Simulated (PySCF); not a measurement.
Input of a response calculation (the driver script's job line, then coordinates in Å):

```
{"job": {"kind": "uv", "xc": "CAM-B3LYP", "basis": "def2-SVPD", "nstates": 8, "ntriplets": 3}, "charge": 0, "multiplicity": 1}
C      3.460399     0.072798     0.627391
C      2.373669    -0.368614     0.373323
C      1.075256    -0.907011     0.062180
O      0.862549    -2.052844    -0.224965
O      0.118704     0.019529     0.127165
Si    -1.467752    -0.341688    -0.198583
C     -2.248779     1.383334     0.099417
O     -3.421190     1.603844    -0.054258
H      4.412790     0.457120     0.851038
H     -1.972158    -1.316294     0.760002
H     -1.611655    -0.758687    -1.587045
H     -1.580633     2.207826     0.432466
```

The calculation used TDDFT CAM-B3LYP/def2-SVPD, vertical, gas phase, core orbitals frozen in the response (PySCF). Job line and output are in the format of a driver script around the code.

What does the script print for it?

```
coarse grid: 11712 points
cycle   1  E = -669.0168885473  dE =  1.517e+00  |g| = 1.197e+00  |ddm| = 1.159e+01
cycle   2  E = -668.5900310241  dE =  4.269e-01  |g| = 1.969e+00  |ddm| = 3.609e+00
cycle   3  E = -669.3001137029  dE = -7.101e-01  |g| = 2.282e-01  |ddm| = 1.959e+00
cycle   4  E = -669.3084891277  dE = -8.375e-03  |g| = 9.830e-02  |ddm| = 3.533e-01
cycle   5  E = -669.3102004119  dE = -1.711e-03  |g| = 2.131e-02  |ddm| = 1.887e-01
cycle   6  E = -669.3102891959  dE = -8.878e-05  |g| = 8.620e-03  |ddm| = 5.240e-02
cycle   7  E = -669.3103026332  dE = -1.344e-05  |g| = 3.969e-03  |ddm| = 1.622e-02
cycle   8  E = -669.3103061219  dE = -3.489e-06  |g| = 8.129e-04  |ddm| = 6.180e-03
final grid: 111872 points
cycle   9  E = -669.4332525035  dE = -2.139e-05  |g| = 2.313e-03  |ddm| = 8.830e-02
cycle  10  E = -669.4332517876  dE =  7.159e-07  |g| = 3.214e-03  |ddm| = 8.717e-03
cycle  11  E = -669.4332536748  dE = -1.887e-06  |g| = 4.148e-04  |ddm| = 3.154e-03
cycle  12  E = -669.4332537029  dE = -2.815e-08  |g| = 2.280e-04  |ddm| = 9.490e-04
cycle  13  E = -669.4332537128  dE = -9.866e-09  |g| = 5.661e-05  |ddm| = 3.596e-04
cycle  14  E = -669.4332537136  dE = -7.908e-10  |g| = 1.416e-05  |ddm| = 1.421e-04
converged SCF energy = -669.4332537136

Static polarisability (au): isotropic 79.227, principal 54.665 77.148 105.868

Singlet excitations
state   eV       nm        f      main configurations
  1   3.2111    386.1   0.00053   H->L+1 0.51, H->L 0.47
  2   4.9268    251.7   0.00001   H-1->L 0.62, H-1->L+1 0.34
  3   5.7722    214.8   0.00012   H-3->L 0.56, H-3->L+1 0.31
  4   6.0728    204.2   0.00019   H->L 0.48, H->L+1 0.43
  5   6.1200    202.6   0.09151   H-2->L 0.46, H-2->L+1 0.27, H-1->L+4 0.13
  6   6.3218    196.1   0.00712   H->L+2 0.62, H->L+3 0.27
  7   6.9344    178.8   0.00797   H->L+3 0.45, H->L+2 0.24, H->L+4 0.14
  8   7.0952    174.7   0.00000   H-2->L+4 0.69, H-2->L+6 0.11, H-2->L+3 0.10

Triplet excitations (Tamm-Dancoff, eV): 2.5232 4.5084 4.5480
```

The structure is a single GFN2-xTB conformer in the gas phase; no vibrational or solvent corrections.

The SCF starts on a coarse grid; the energy jumps when the final grid takes over, and dE counts afresh there. H and L stand for HOMO and LUMO.

Conformer computed: `[CH:1]#[C:2][C:3](=[O:4])[O:5][SiH2:6][CH:7]=[O:8]`: C2–C3–O5–Si6 180°, C3–O5–Si6–C7 179°, O5–Si6–C7–O8 178°.
